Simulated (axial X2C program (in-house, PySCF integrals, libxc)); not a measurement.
## Worked dissociation energy of SiGe⁻: PBE0, scalar-relativistic

Computed with an in-house all-electron X2C program for linear molecules (integrals from PySCF). Spin-free means the one-electron spin-free X2C Hamiltonian. Basis: Ge dyall-acv3z [10s10p8d5f1g], Si dyall-av3z [9s8p3d2f] (cores contracted in-house); Gaussian nuclei, density fitting, unrestricted open shells. Masses: Ge 73.921 u, Si 27.977 u.

Molecular state: M_S = 1/2, Λ = 1 (beyond evenly filled blocks: π+α, π+β, π-α).

| Item | Value |
| --- | --- |
| E(Ge) (2M_S = 2, M_L = 0) | -2098.529114 hartree |
| E(Si-) (2M_S = 3, M_L = 0) | -289.921679 hartree |
| E(SiGe⁻) at Re | -2388.579594 hartree |
| ωe | 446.6 cm⁻¹ |
| ωexe | 1.22 cm⁻¹ |

Work out De and D0.

De = -2098.529114 + (-289.921679) − (-2388.579594) = 0.12880 hartree = 3.505 eV. The zero-point energy is ωe/2 − ωexe/4 = 223 cm⁻¹ = 0.028 eV, so D0 = 3.477 eV.

The state is one determinant whose occupation by symmetry is held fixed; it was picked as the lowest of a PBE0 search that is not exhaustive. Dissociation energies refer to the lowest single-determinant-based atoms at the same level and basis. Other states lie close and PBE0, whose exact exchange favours high spin, may order them wrongly; the determinant shown need not be the ground state. The nearest other spin-free determinant of the search, M_S = 1/2, Λ = 0, lies 0.10 eV up at the distance of the search. The functionals have no current-density term, which raises determinants with orbital currents, atoms included. Some points did not converge and are left out. Spin-free De lacks the spin–orbit lowering of the heavy p-block atom, a tenth of an eV or more for 4p and 5p, up to an eV for 6p and one to two eV for 7p atoms, less what an open-shell molecule gains itself.

Each atomic determinant is the lowest at this level and need not be a pure term. Totals compare only within one Hamiltonian and basis.
